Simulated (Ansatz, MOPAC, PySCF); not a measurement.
Potential energy curve for H6Al2O2, singlet. The O3–H10 bond (O3 also carries Al, Al; H10 carries nothing else) is stretched with both fragments frozen at the PBE0/def2-SVP optimised geometry.

- UKS-LDA (SVWN5)/6-31G* = unrestricted LDA (SVWN5)/6-31G*, spherical d run with PySCF
- UHF/3-21G = unrestricted Hartree-Fock/3-21G in PySCF
- PM6, restricted, heats of formation (MOPAC)
- UCCSD(T) = CCSD(T) on UHF/cc-pVDZ, frozen core (Ansatz, a quantum-chemistry and plane-wave program)

Energies relative to the lowest point of each curve near equilibrium, in mEh; the last columns give the difference from UCCSD(T):

```json
[
 {"R / Å": "0.79", "UKS-LDA (SVWN5)/6-31G*": "48.0", "UHF/3-21G": "43.9", "PM6": "6.6", "UCCSD(T)": "45.4", "UKS-LDA (SVWN5)/6-31G* − UCCSD(T)": "2.7", "UHF/3-21G − UCCSD(T)": "-1.4", "PM6 − UCCSD(T)": "-38.8"},
 {"R / Å": "0.84", "UKS-LDA (SVWN5)/6-31G*": "22.1", "UHF/3-21G": "19.2", "PM6": "2.5", "UCCSD(T)": "20.1", "UKS-LDA (SVWN5)/6-31G* − UCCSD(T)": "2.0", "UHF/3-21G − UCCSD(T)": "-0.9", "PM6 − UCCSD(T)": "-17.6"},
 {"R / Å": "0.89", "UKS-LDA (SVWN5)/6-31G*": "7.4", "UHF/3-21G": "5.7", "PM6": "0.4", "UCCSD(T)": "6.2", "UKS-LDA (SVWN5)/6-31G* − UCCSD(T)": "1.3", "UHF/3-21G − UCCSD(T)": "-0.5", "PM6 − UCCSD(T)": "-5.8"},
 {"R / Å": "0.93", "UKS-LDA (SVWN5)/6-31G*": "1.7", "UHF/3-21G": "0.9", "PM6": "0.0", "UCCSD(T)": "1.1", "UKS-LDA (SVWN5)/6-31G* − UCCSD(T)": "0.6", "UHF/3-21G − UCCSD(T)": "-0.2", "PM6 − UCCSD(T)": "-1.1"},
 {"R / Å": "0.96", "UKS-LDA (SVWN5)/6-31G*": "0.1", "UHF/3-21G": "0.0", "PM6": "0.4", "UCCSD(T)": "0.0", "UKS-LDA (SVWN5)/6-31G* − UCCSD(T)": "0.1", "UHF/3-21G − UCCSD(T)": "0.0", "PM6 − UCCSD(T)": "0.4"},
 {"R / Å": "0.98", "UKS-LDA (SVWN5)/6-31G*": "0.0", "UHF/3-21G": "0.4", "PM6": "1.1", "UCCSD(T)": "0.3", "UKS-LDA (SVWN5)/6-31G* − UCCSD(T)": "-0.3", "UHF/3-21G − UCCSD(T)": "0.1", "PM6 − UCCSD(T)": "0.8"},
 {"R / Å": "1.02", "UKS-LDA (SVWN5)/6-31G*": "1.9", "UHF/3-21G": "3.4", "PM6": "3.2", "UCCSD(T)": "2.9", "UKS-LDA (SVWN5)/6-31G* − UCCSD(T)": "-1.1", "UHF/3-21G − UCCSD(T)": "0.5", "PM6 − UCCSD(T)": "0.3"},
 {"R / Å": "1.09", "UKS-LDA (SVWN5)/6-31G*": "9.9", "UHF/3-21G": "13.6", "PM6": "9.4", "UCCSD(T)": "12.3", "UKS-LDA (SVWN5)/6-31G* − UCCSD(T)": "-2.4", "UHF/3-21G − UCCSD(T)": "1.3", "PM6 − UCCSD(T)": "-2.9"},
 {"R / Å": "1.17", "UKS-LDA (SVWN5)/6-31G*": "23.7", "UHF/3-21G": "30.5", "PM6": "20.1", "UCCSD(T)": "27.7", "UKS-LDA (SVWN5)/6-31G* − UCCSD(T)": "-4.0", "UHF/3-21G − UCCSD(T)": "2.8", "PM6 − UCCSD(T)": "-7.6"},
 {"R / Å": "1.27", "UKS-LDA (SVWN5)/6-31G*": "44.4", "UHF/3-21G": "55.9", "PM6": "37.7", "UCCSD(T)": "50.3", "UKS-LDA (SVWN5)/6-31G* − UCCSD(T)": "-5.9", "UHF/3-21G − UCCSD(T)": "5.6", "PM6 − UCCSD(T)": "-12.6"},
 {"R / Å": "1.41", "UKS-LDA (SVWN5)/6-31G*": "75.1", "UHF/3-21G": "94.5", "PM6": "67.7", "UCCSD(T)": "83.2", "UKS-LDA (SVWN5)/6-31G* − UCCSD(T)": "-8.1", "UHF/3-21G − UCCSD(T)": "11.3", "PM6 − UCCSD(T)": "-15.5"},
 {"R / Å": "1.58", "UKS-LDA (SVWN5)/6-31G*": "110.5", "UHF/3-21G": "131.5", "PM6": "106.8", "UCCSD(T)": "121.1", "UKS-LDA (SVWN5)/6-31G* − UCCSD(T)": "-10.6", "UHF/3-21G − UCCSD(T)": "10.4", "PM6 − UCCSD(T)": "-14.3"},
 {"R / Å": "1.77", "UKS-LDA (SVWN5)/6-31G*": "145.0", "UHF/3-21G": "151.9", "PM6": "148.3", "UCCSD(T)": "156.3", "UKS-LDA (SVWN5)/6-31G* − UCCSD(T)": "-11.3", "UHF/3-21G − UCCSD(T)": "-4.4", "PM6 − UCCSD(T)": "-8.0"},
 {"R / Å": "1.99", "UKS-LDA (SVWN5)/6-31G*": "172.7", "UHF/3-21G": "158.2", "PM6": "188.7", "UCCSD(T)": "—", "UKS-LDA (SVWN5)/6-31G* − UCCSD(T)": "—", "UHF/3-21G − UCCSD(T)": "—", "PM6 − UCCSD(T)": "—"},
 {"R / Å": "2.32", "UKS-LDA (SVWN5)/6-31G*": "187.2", "UHF/3-21G": "—", "PM6": "232.2", "UCCSD(T)": "—", "UKS-LDA (SVWN5)/6-31G* − UCCSD(T)": "—", "UHF/3-21G − UCCSD(T)": "—", "PM6 − UCCSD(T)": "—"},
 {"R / Å": "2.78", "UKS-LDA (SVWN5)/6-31G*": "190.3", "UHF/3-21G": "—", "PM6": "260.2", "UCCSD(T)": "—", "UKS-LDA (SVWN5)/6-31G* − UCCSD(T)": "—", "UHF/3-21G − UCCSD(T)": "—", "PM6 − UCCSD(T)": "—"}
]
```

UKS-LDA (SVWN5)/6-31G* is furthest from UCCSD(T) at 1.77 (-11.3 mEh, below); its mean absolute difference over the points is 3.9 mEh.

UHF/3-21G is furthest from UCCSD(T) at 1.41 (11.3 mEh, above); its mean absolute difference over the points is 3.0 mEh.

PM6 is furthest from UCCSD(T) at 0.79 (-38.8 mEh, below); its mean absolute difference over the points is 9.7 mEh.

A dash means that the run gave no value there, or that the column was ended at a point which the program doubted or which failed a test of continuity chosen for this set; such a test can also cut sound points.

The unrestricted determinant behind UKS-LDA (SVWN5)/6-31G* is spin-contaminated at 1.99 to 2.78 Å (<S²> up to 1.0, against 0.00 for a pure singlet). The unrestricted determinant behind UHF/3-21G, UCCSD(T) is spin-contaminated at 1.58 to 2.78 Å (<S²> up to 1.0, against 0.00 for a pure singlet). The restricted form behind PM6 keeps the bonding electrons paired and can't separate into open-shell fragments.
